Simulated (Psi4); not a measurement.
digermane (H$_{6}$Ge$_{2}$), singlet, at a GFN2-xTB geometry; HF/def2-SVP run with Psi4 1.11.

The Psi4 input:
```
memory 2 GB

molecule {
0 1
Ge   -1.17547558    0.12031447   -0.01616232
Ge    1.17547558   -0.12031447    0.01616232
H    -1.83910444   -0.70892524   -1.07255537
H    -1.62122062    1.52722241   -0.27292961
H    -1.82715328   -0.27710333    1.27278427
H     1.62480881   -1.45976226    0.51414555
H     1.85937790    0.88294663    0.89351790
H     1.80329164    0.03562178   -1.33496274
}

set {
  basis def2-svp
}

energy('scf')
print_variables()
```

Question: Predict the main parts of the log of this Psi4 run.

Answer: 
```
   => Loading Basis Set <=

    Name: DEF2-SVP
    Role: ORBITAL
    Keyword: BASIS

         ---------------------------------------------------------
                                   SCF
               by Justin Turney, Rob Parrish, Andy Simmonett
                          and Daniel G. A. Smith
                              RHF Reference
         ---------------------------------------------------------

  ==> Geometry <==

    Molecular point group: c1
    Full point group: C1

    Geometry (in Angstrom), charge = 0, multiplicity = 1:

       Center              X                  Y                   Z               Mass
    ------------   -----------------  -----------------  -----------------  -----------------
         GE          -1.175475580065     0.120314470065    -0.016162320000    73.921177761000
         GE           1.175475579935    -0.120314469935     0.016162320000    73.921177761000
         H           -1.839104440065    -0.708925239935    -1.072555370000     1.007825032230
         H           -1.621220620065     1.527222410065    -0.272929610000     1.007825032230
         H           -1.827153280065    -0.277103329935     1.272784270000     1.007825032230
         H            1.624808809935    -1.459762259935     0.514145550000     1.007825032230
         H            1.859377899935     0.882946630065     0.893517900000     1.007825032230
         H            1.803291639935     0.035621780065    -1.334962740000     1.007825032230

  Running in c1 symmetry.

  Rotational constants: A =      1.47055  B =      0.07292  C =      0.07292 [cm^-1]
  Rotational constants: A =  44086.05038  B =   2186.13136  C =   2186.13136 [MHz]
  Nuclear repulsion =  330.797161607521730

  Charge       = 0
  Multiplicity = 1
  Electrons    = 70
  Nalpha       = 35
  Nbeta        = 35

  ==> Algorithm <==

  SCF Algorithm Type is DF.
  DIIS enabled.
  MOM disabled.
  Fractional occupation disabled.
  Guess Type is SAD.
  Energy threshold   = 1.00e-06
  Density threshold  = 1.00e-06
  Integral threshold = 1.00e-12

  ==> Primary Basis <==

  Basis Set: DEF2-SVP
    Blend: DEF2-SVP
    Number of shells: 42
    Number of basis functions: 94
    Number of Cartesian functions: 100
    Spherical Harmonics?: true
    Max angular momentum: 2

   => Loading Basis Set <=

    Name: (DEF2-SVP AUX)
    Role: JKFIT
    Keyword: DF_BASIS_SCF

  ==> Integral Setup <==

  SCF_SUBTYPE=INCORE selected. In-core MEM_DF algorithm will be used.
  Using in-core AOs.

  ==> MemDFJK: Density-Fitted J/K Matrices <==

    J tasked:                   Yes
    K tasked:                   Yes
    wK tasked:                   No
    Algorithm:                 Core
    Schwarz Cutoff:           1E-12
    Mask sparsity (%):       2.5804
    Fitting Condition:        1E-10

   => Auxiliary Basis Set <=

  Basis Set: (DEF2-SVP AUX)
    Blend: DEF2-UNIVERSAL-JKFIT
    Number of shells: 156
    Number of basis functions: 640
    Number of Cartesian functions: 862
    Spherical Harmonics?: true
    Max angular momentum: 5

  Minimum eigenvalue in the overlap matrix is 4.0853964362E-03.
  Reciprocal condition number of the overlap matrix is 9.0749733474E-04.
    Using symmetric orthogonalization.

  ==> Pre-Iterations <==

  SCF Guess: Superposition of Atomic Densities via on-the-fly atomic UHF (no occupation information).

   -------------------------
    Irrep   Nso     Nmo
   -------------------------
     A         94      94
   -------------------------
    Total      94      94
   -------------------------

  ==> Iterations <==

                           Total Energy        Delta E     RMS |[F,P]|

   @DF-RHF iter SAD: -4145.93038175866423   -4.14593e+03   0.00000e+00
   @DF-RHF iter   1: -4151.60114347445324   -5.67076e+00   3.11164e-02 DIIS/ADIIS
   @DF-RHF iter   2: -4152.72347979281585   -1.12234e+00   2.53443e-02 DIIS/ADIIS
   @DF-RHF iter   3: -4153.67409601419877   -9.50616e-01   1.87847e-03 DIIS/ADIIS
   @DF-RHF iter   4: -4153.68246776963497   -8.37176e-03   2.13877e-04 DIIS/ADIIS
   @DF-RHF iter   5: -4153.68283985693506   -3.72087e-04   3.97661e-05 DIIS
   @DF-RHF iter   6: -4153.68286376034848   -2.39034e-05   7.80286e-06 DIIS
   @DF-RHF iter   7: -4153.68286439983149   -6.39483e-07   6.78503e-07 DIIS
  Energy and wave function converged.

  ==> Post-Iterations <==

    Orbital Energies [Eh]
    ---------------------

    Doubly Occupied:

       1A   -405.193175     2A   -405.193159     3A    -52.122543
       4A    -52.122536     5A    -46.223575     6A    -46.223448
       7A    -46.223362     8A    -46.223362     9A    -46.223359
      10A    -46.223359    11A     -7.179049    12A     -7.178964
      13A     -5.157266    14A     -5.156815    15A     -5.156815
      16A     -5.156708    17A     -5.156708    18A     -5.156613
      19A     -1.634514    20A     -1.632074    21A     -1.632074
      22A     -1.630414    23A     -1.630414    24A     -1.627488
      25A     -1.627488    26A     -1.625275    27A     -1.625275
      28A     -1.623751    29A     -0.777980    30A     -0.695822
      31A     -0.491089    32A     -0.491089    33A     -0.460340
      34A     -0.460340    35A     -0.411586

    Virtual:

      36A      0.138324    37A      0.138324    38A      0.158679
      39A      0.208679    40A      0.208679    41A      0.209736
      42A      0.238004    43A      0.314832    44A      0.413191
      45A      0.417685    46A      0.422351    47A      0.422351
      48A      0.454711    49A      0.454711    50A      0.489396
      51A      0.489396    52A      0.591549    53A      0.639855
      54A      0.639855    55A      0.668742    56A      0.668742
      57A      0.703475    58A      0.703475    59A      0.761851
      60A      0.772802    61A      0.947971    62A      1.100524
      63A      1.100524    64A      1.224223    65A      1.224223
      66A      1.225366    67A      1.627792    68A      1.627856
      69A      1.693532    70A      1.693532    71A      1.784081
      72A      1.784081    73A      1.947718    74A      1.949992
      75A      1.993562    76A      1.993562    77A      2.058175
      78A      2.058175    79A      2.192312    80A      2.192312
      81A      2.240752    82A      2.248664    83A      2.267066
      84A      2.267066    85A      2.795619    86A      2.795619
      87A      2.886767    88A      2.886767    89A      2.921669
      90A      3.104168    91A      3.151096    92A      3.151096
      93A      3.162185    94A      3.162185

    Final Occupation by Irrep:
              A
    DOCC [    35 ]
    NA   [    35 ]
    NB   [    35 ]

  @DF-RHF Final Energy: -4153.68286439983149

   => Energetics <=

    Nuclear Repulsion Energy =            330.7971616075217298
    One-Electron Energy =               -6454.2651479183386982
    Two-Electron Energy =                1969.7851219109857084
    Total Energy =                      -4153.6828643998305779

Computation Completed

Properties will be evaluated at   0.000000,   0.000000,   0.000000 [a0]

Properties computed using the SCF density matrix

 Multipole Moments:

 ------------------------------------------------------------------------------------
     Multipole            Electronic (a.u.)      Nuclear  (a.u.)        Total (a.u.)
 ------------------------------------------------------------------------------------

 L = 1.  Multiply by 2.5417464519 to convert [e a0] to [Debye]
 Dipole X            :         -0.0000000            0.0000000           -0.0000000
 Dipole Y            :          0.0000000           -0.0000000            0.0000000
 Dipole Z            :         -0.0000000            0.0000000           -0.0000000
 Magnitude           :                                                    0.0000000

 ------------------------------------------------------------------------------------

  Variable Map:
  ----------------------------------------------------------------------------
  "CURRENT ENERGY"           =>   -4153.682864399831
  "CURRENT REFERENCE ENERGY" =>   -4153.682864399831
  "DD SOLVATION ENERGY"      =>       0.000000000000
  "HF KINETIC ENERGY"        =>    4153.560436154132
  "HF POTENTIAL ENERGY"      =>   -8307.243300553962
  "HF TOTAL ENERGY"          =>   -4153.682864399831
  "HF VIRIAL RATIO"          =>       2.000029475494
  "NUCLEAR REPULSION ENERGY" =>     330.797161607522
  "ONE-ELECTRON ENERGY"      =>   -6454.265147918339
  "PCM POLARIZATION ENERGY"  =>       0.000000000000
  "PE ENERGY"                =>       0.000000000000
  "SCF ITERATION ENERGY"     =>   -4153.682864399831
  "SCF ITERATIONS"           =>       7.000000000000
  "SCF TOTAL ENERGY"         =>   -4153.682864399831
  "TWO-ELECTRON ENERGY"      =>    1969.785121910986

  Array Variable Map:
  ----------------------------------------------------------------------------
  "CURRENT DIPOLE"           =>      -0.000000006207 ... -0.000000000008 1 by 3
  "SCF DIPOLE"               =>      -0.000000006207 ... -0.000000000008 1 by 3
  "SCF TOTAL ENERGIES"       =>   -4145.930381758664 ... -4153.682864399831 1 by 8
```
